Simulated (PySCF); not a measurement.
Method: delta-SCF UKS SCAN, pcX-2 on the ionised atom, pcseg-1 elsewhere, spin-free X2C (PySCF). Geometries: PBE0-D3(BJ)/def2-SVP; isolated species, one conformer each. Values against the vacuum level.

Question: Order these sites by rising C 1s binding energy.
A. C3 in `[Se:1]=[PH:2]1[CH2:3][CH2:4][CH2:5][CH2:6][CH2:7][CH2:8]1`
B. C1 in `[CH2:1]=[CH:2][N:3]([SiH3:4])[GeH3:5]`
C. C4 in `[CH3:1][CH2:2][CH2:3][CH:4]=[O:5]`
D. C1 in `[CH2:1]=[CH:2][SiH2:3][NH:4][GeH3:5]`
E. C5 in `[CH2:1]=[P:2]1([CH2:3][CH3:4])[CH2:5][CH2:6][CH2:7][CH2:8]1`

Answer: B (289.41 eV), E (289.86 eV), D (290.30 eV), A (290.68 eV), C (293.60 eV).

From the lowest up, the atoms are bonded to: C (double bond) and 2 H (289.41); C, 2 H and P (289.86); C (double bond) and 2 H (290.30); C, 2 H and P (290.68); O (double bond), C and H (293.60).

1 of these hole states is spin-contaminated (⟨S²⟩ 0.85, against 0.75; counted from 0.85) and less certain.
